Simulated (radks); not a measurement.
Ionisation of the thallium ion Tl+, [Hg], to [Xe] 4f14 5d10 6s1 as the strength of local exchange is varied. Method: scalar-relativistic Kohn-Sham, Slater X-alpha exchange (alpha = 2/3 is LDA exchange), no correlation, spin-polarised, spherical densities, finite nucleus; Fermi nuclear charge, rms radius 5.4759 fm; computed with a radial shooting solver on a logarithmic mesh with Libxc functionals.

alpha  E(Tl+) (hartree)  exchange (hartree)  IE (eV)  -e of the level emptied (eV)  <r> of it (bohr)
0.61        -20190.4471           -327.6071   19.036                   14.856 (6s)             2.430
0.651       -20212.6101           -350.0274   19.455                   15.276 (6s)             2.411
0.667       -20221.2660           -358.7905   19.620                   15.440 (6s)             2.403
0.807       -20297.1699           -435.7941   21.084                   16.916 (6s)             2.340
0.857       -20324.3502           -463.4374   21.618                   17.457 (6s)             2.319
0.908       -20352.1130           -491.7105   22.168                   18.015 (6s)             2.297
0.93        -20364.1012           -503.9308   22.407                   18.259 (6s)             2.288
0.985       -20394.1037           -534.5445   23.009                   18.873 (6s)             2.265

NIST Atomic Spectra Database: 20.428 eV (measured). The Delta-SCF value meets it near alpha = 0.74.

Beside tabulated values, note that scalar-relativistic runs lack spin-orbit coupling.
